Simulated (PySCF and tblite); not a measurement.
The numbers below are computed, except where a source is named.
## Barrier and rate of a rotation

System: C6H8Se, numbered as in [CH3:1][Se:2][CH:3]1[CH:4]=[CH:5][CH:6]=[CH:7]1.

Motion: rotation about the C3–Se2 bond (torsion C4–C3–Se2–C1 from -57° to -180°, falling). The path came from a restrained scan, a climbing-image band and a saddle search at GFN2-xTB; energies are PBE0/pcSseg-1 + D3(BJ), IEF-PCM tetrahydrofuran//GFN2-xTB, thermal terms GFN2-xTB. Rates follow Eyring's equation with the number of equivalent paths and no tunnelling. (PySCF 2.14 with density fitting, tblite 0.8.)

```csv
point,symmetry,E(GFN2) kcal/mol,E(DFT) kcal/mol,ZPE change kcal/mol,lowest mode cm⁻¹,dipole D
start,Cs,0.0,0.0,0.00,37,1.44
saddle,C1,2.9,4.2,0.09,56i,1.71
end,C1,1.4,1.3,-0.02,44,1.89
```

```
Electronic barrier                                      : 4.2 kcal/mol
Barrier with zero-point energy                          : 4.2 kcal/mol
ΔH‡ (298 K)                                             : 3.6 kcal/mol
ΔS‡ (298 K, symmetry apart)                             : -4.8 cal/(mol K)
Paths                                                   : 2 equivalent paths
End point                                               : a different minimum
Mean lifetime of the start against this motion at 298 K : 390 ps
Cost                                                    : 53 s on 1 thread of AMD EPYC 9R45, on a host shared with other jobs (rough), peak memory 1 GiB, launched as `OMP_NUM_THREADS=1 python ens_run.py task.json out`
```

```
T/K  ΔG‡ kcal/mol     k s⁻¹  ΔG kcal/mol  k back s⁻¹
200           4.7   6.1×10⁷          1.3     8.1×10⁸
250           4.9   5.8×10⁸          1.3     4.1×10⁹
298           5.0   2.6×10⁹          1.3    1.2×10¹⁰
350           5.2   8.2×10⁹          1.3    2.8×10¹⁰
400           5.4  1.9×10¹⁰          1.3    5.1×10¹⁰
```

ΔG and ΔG‡ leave out symmetry numbers and mirror images; rates count paths: 2 out, 1 back.

Spin–orbit effects of heavy atoms on shieldings are missing.
